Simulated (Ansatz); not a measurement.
Molecule (SMILES): [S]=[Ge] (S-Ge) (closed-shell singlet).
Geometry (B3LYP-D3(BJ)/def2-TZVP, fixed):
```
Ge
S 1 2.0285
```

Basis-set convergence of the dipole moment at HF with Ansatz (a first-principles code). Dipoles come from the density behind the forces; the sign is taken along the dipole that this method gives in the largest set. Cartesian d functions, on some or all atoms, in 3-21G; all else is spherical. The program fits the integrals of some runs and decomposes those of others, by size. No added dispersion term, no relativity. Reference: the value in aug-pcseg-3, 2.861 D, itself unsure by roughly 0.008 D (its mean distance from aug-cc-pV(Q+d)Z, def2-QZVPPD).

| basis | functions | dipole moment (D) |
|---|---|---|
| pcseg-0 | 35 | ___ |
| 3-21G | 36 | ___ |
| pcseg-1 | 45 | 2.931 |
| aug-pcseg-1 | 63 | 2.807 |
| aug-cc-pV(D+d)Z | 68 | ___ |
| pcseg-2 | 77 | 3.010 |
| def2-TZVPP | 90 | 2.894 |
| aug-pcseg-2 | 109 | ___ |
| def2-QZVPP | 159 | 2.884 |

### Question
Some entries are withheld; supply them.

### Answer

- pcseg-0, dipole moment (D): 3.430
- 3-21G, dipole moment (D): 3.721
- aug-cc-pV(D+d)Z, dipole moment (D): 2.855
- aug-pcseg-2, dipole moment (D): 2.871
